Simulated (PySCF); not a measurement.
Ti(Cl)3(OH) (Cl3HOTi), SMILES [OH][Ti]([Cl])([Cl])[Cl], multiplicity 1.

Geometry optimised at r2SCAN-D4/def2-SVP. The geometry has at least one imaginary mode, so it is a saddle point at that level. The multiplicity is an assumed one; no other spin state was optimised. The isomer is the one that the SMILES or the coordinates give; other isomers of the formula were not compared. The values are those of a single conformer.

Calculation: PBE/def2-TZVP run with PySCF.

Symmetry labels are those of the subgroup Cs that the program uses (full group C3v).

Computed valence orbital energies around the gap with their symmetry:
```csv
orbital,symmetry,energy (eV)
HOMO−7,A',-9.25
HOMO−6,A",-9.25
HOMO−5,A",-8.74
HOMO−4,A',-8.74
HOMO−3,A',-8.60
HOMO−2,A',-7.95
HOMO−1,A",-7.95
HOMO,A",-7.83
LUMO,A",-3.97
LUMO+1,A',-3.97
LUMO+2,A',-3.11
LUMO+3,A',-3.09
```
